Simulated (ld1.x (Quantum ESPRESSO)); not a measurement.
**Ranking ultrasoft potentials for arsenic (As)**

All share these settings but for the change named:

As, ultrasoft, made with ld1.x (Quantum ESPRESSO) 7.5 (PBE, scalar-relativistic). Core [Ar] 3d10, reference 4s2 4p2.5 (charge +0.5). Waves: 4s (bound): rcut 1.55, rcutus 1.80 bohr; 4s channel at -0.7 Ry: rcut 1.55, rcutus 1.80 bohr; 4p (bound): rcut 1.60, rcutus 2.15 bohr; 4p channel at 1.4 Ry: rcut 1.60, rcutus 2.15 bohr. Local part: all-electron potential smoothed inside 1.35 bohr (lloc = -2). Core correction: a·sin(br)/r model core inside 0.90 bohr. Augmentation charge: PSQ, radius 1.45 bohr.

Cutoff: the first of the cutoffs (Ry, on a coarse ladder) from which the occupation-weighted sum of valence levels, in a spherical-Bessel basis at the reference potential, stays within 10 and 1 mRy of its value at 400 Ry; the density cutoff is not measured.

The base gives 10 Ry.

Of 10 variants that were run, those that failed, showed a ghost or another fault, or gave nearly equal values are left out.

A variant can come out equal or close to the base.

Q: Rank these variants from softest to hardest (loose cutoff).
A. local potential all-electron potential smoothed inside 2.48 bohr (lloc = -2)
B. wave 4p channel at 1.4 Ry: rcut 1.60, rcutus 2.15 bohr becomes 4p channel at 2.5 Ry: rcut 1.60, rcutus 2.15 bohr
C. waves 4p (bound): rcut 1.60, rcutus 2.64 bohr; 4p channel at 1.4 Ry: rcut 1.60, rcutus 2.64 bohr

A: C (8 Ry), B (10 Ry), A (12 Ry).
